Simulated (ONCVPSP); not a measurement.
## What one change does to a pseudopotential (argon (Ar), ONCV)

```
Element                 : Ar
Generator               : ONCVPSP 4.0.1
Type                    : optimised norm-conserving Vanderbilt (ONCV)
Functional              : PBEsol
Relativity              : scalar-relativistic
Frozen core             : [Ne]
Valence charge          : 8
Reference configuration : 3s2 3p4 (charge +2)
Partial waves           : 3s: rc 1.25 bohr, ncon 4, nbas 8, qcut 4.6 1/bohr, 2 projectors, debl 2.2 Ha; 3p: rc 0.95 bohr, ncon 5, nbas 10, qcut 7.7 1/bohr, 2 projectors, debl 2.3 Ha; d scattering state at 0.02 Ha: rc 1.00 bohr, ncon 4, nbas 8, qcut 10.9 1/bohr, 3 projectors, debl 1.7 Ha
Local potential         : polynomial inside 0.95 bohr (lpopt 5, dvloc0 0 Ha)
Core correction         : none
```

In the d channel the program set the typed energies aside and used 0.050, 1.750, 3.450 Ha.

Change: s: qcut 6.4; p: qcut 10.7; d: qcut 15.2.

Cutoffs: the cutoffs (Ha) at which the residual kinetic energy of the hardest occupied pseudo-wave falls to 1 and 0.1 mHa per electron; they do not see the model core or the augmentation charge, which bear on the density cutoff. Errors are all-electron minus pseudo energies relative to the spin-unpolarised reference configuration.

Problem. What does the change do?

Solution. The potential gets softer (330 Ha and 381 Ha → 143 Ha and 356 Ha); both files keep a bound ghost (p); of the 4 tests that both files solve, the error grows in 0 and shrinks in 1 by more than 15 % and 0.3 meV (median size 12.7 → 11.5 meV).

| quantity | base | changed |
| --- | --- | --- |
| cutoff, loose | 330 Ha | 143 Ha |
| cutoff, tight | 381 Ha | 356 Ha |
| loose cutoff by channel | s 92 Ha, p 330 Ha | s 19 Ha, p 143 Ha |
| bound ghosts | p | p |
| GHOST(+) flags under 300 eV | s at 199.5 eV | s at 191.6 eV |
| error for 3s2 3p6, meV [ΔE -44.62 eV] | +15 | +14 |
| error for 3s2 3p5, meV [ΔE -28.60 eV] | +7.1 | +6.6 |
| error for 3s2 3p3, meV [ΔE 42.52 eV] | +11 | +9.3 |
| error for 3s2 3p2, meV [ΔE 100.09 eV] | +72 | +64 |
| s: phases at 1.27 bohr within 0.05 rad from the reference energy up to (Ha; the scan ends near 5) | to the end of the scan | to the end of the scan |
| p: phases at 0.97 bohr within 0.05 rad from the reference energy up to (Ha; the scan ends near 5) | to the end of the scan | to the end of the scan |
| d: phases at 1.01 bohr within 0.05 rad from the reference energy up to (Ha; the scan ends near 5) | to the end of the scan | to the end of the scan |

 A true bound ghost makes a file unfit for plane-wave use even where its test errors are small: the radial tests pick states by their node count and pass the ghost by.
